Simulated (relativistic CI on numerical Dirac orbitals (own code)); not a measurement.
## d1 to d9 in one octahedral field

Computed with a parametric ligand-field model without spin-orbit coupling, by exact diagonalisation: B = 810, C = 3470, 10Dq = 15700 cm⁻¹ (Oh; |10Dq|/B = 19.4) for every shell. Energies in cm⁻¹; the field energy is (0.6 n_e − 0.4 n_t2) × 10Dq of the ground term; g labels are left out.

```tsv
Shell	Ground term	Electrons in e	Field energy	First spin-allowed bands	Lowest term of other spin
d1	2T2	0.000	-6280	2E 15700	
d2	3T1	0.039	-11940	3T2 14255, 3T1 24960	1T2 12274
d3	4A2	0.000	-18840	4T2 15700, 4T1 23198	2E 16224
d4	5E	1.000	-9420	5T2 15700	3T1 4898
d5	6A1	2.000	0	none	2T2 12373
d6	1A1	0.073	-36540	1T1 13770, 1T2 22733	5T2 2012
d7	4T1	2.039	-11940	4T2 14255, 4T1 24960	2E 838
d8	3A2	2.000	-18840	3T2 15700, 3T1 23198	1E 13177
d9	2E	3.000	-9420	2T2 15700
```

Low spin: d6; the other shells keep the spin of the free ion. Only d4 to d7 can choose; the field needed to pair spins is smallest for d6 and largest for d5, which loses most exchange energy. In the strong-field picture 10Dq must exceed about 6B + 5C = 22210 (d4), 7.5B + 5C = 23425 (d5), 2.5B + 4C = 15905 (d6) and 4B + 4C = 17120 (d7); mixing of terms shifts these bounds somewhat.
